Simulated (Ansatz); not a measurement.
Gas-phase electronic energies from Ansatz, PBE0-D4/def2-TZVP geometries. CCSD(T)/CBS adds triple-zeta CCSD(T) − MP2 to the extrapolated MP2 energy (def2 sets, frozen cores). Functionals use def2-TZVPP. One conformer a species, not always the lowest.

Consider the isomerisation: `CO[SiH](C)N` → `C[Si](C)(N)O`.

Task: Is it downhill or uphill in electronic energy at CCSD(T)/CBS, and by how much? (Best estimate.)

Result: Ansatz gave: Downhill: ΔE = -105.8 kJ/mol.

Task: What do these levels give: PBE-D4, PBE0-D4, ωB97M-V, PBE, HF/def2-TZVPP, SCS-MP2/def2-TZVPP? (Best estimate.)

Result: Ansatz gave: PBE-D4 -101.9, PBE0-D4 -103.8, ωB97M-V -104.1, PBE -101.1, HF/def2-TZVPP -89.0, SCS-MP2/def2-TZVPP -100.9 kJ/mol.

Largest T1 diagnostic among the species: 0.010.

In def2-TZVPP, CCSD(T) changes the Hartree–Fock value by −13.9 kJ/mol (the triples alone add −1.0 kJ/mol) and MP2 by −20.0 kJ/mol.
